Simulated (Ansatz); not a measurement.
This geometry of CH$_{6}$FGeNS (11 atoms, charge 0, multiplicity 1) is a first-order saddle point.

Method: RKS PBE/def2-SVP (Ansatz 0.2.0).

```xyz
11
Properties=species:S:1:pos:R:3
N -0.193 1.308 1.044
C -0.969 0.594 0.082
Ge 0.054 -0.966 -0.661
F -0.444 -2.411 0.249
S 2.163 -0.438 -0.130
H 0.325 2.138 0.776
H -0.298 1.118 2.035
H -1.898 0.175 0.524
H -1.287 1.236 -0.767
H -0.055 -1.430 -2.151
H 2.667 -1.380 -0.981
```

Problem. Which two structures does it join? (They come from a converged band through this point; their orientation in space is the band's.)

Solution. No bond is made or broken. The height of N1 over the plane of its neighbours goes from 0.37 to -0.39 Å.

First end point:

```xyz
11
Properties=species:S:1:pos:R:3
N -0.125 1.273 1.092
C -0.945 0.544 0.138
Ge 0.085 -0.989 -0.570
F -0.522 -2.448 0.231
S 2.216 -0.636 0.004
H 0.585 1.838 0.612
H -0.692 1.919 1.655
H -1.806 0.077 0.663
H -1.367 1.122 -0.724
H -0.043 -1.314 -2.086
H 2.680 -1.441 -0.994
```

Last end point:

```xyz
11
Properties=species:S:1:pos:R:3
N -0.577 1.046 1.428
C -0.954 0.757 0.055
Ge 0.091 -0.754 -0.715
F 0.092 -1.924 0.625
S 2.198 -0.022 -0.977
H 0.403 1.353 1.479
H -0.630 0.189 1.995
H -2.028 0.480 0.002
H -0.826 1.655 -0.584
H -0.381 -1.593 -1.942
H 2.676 -1.243 -1.344
```

Problem. How far does it lie above each of them?

Solution. 9.4 kJ/mol above the first and 18.9 kJ/mol above the second. This is the barrier of this one path; another mechanism may lie lower.

Time of the run: 4.4 min on 2 threads of Intel(R) Xeon(R) Platinum 8175M CPU @ 2.50GHz (Skylake/Cascade Lake), with other jobs on the host, peak memory 0.2 GiB.
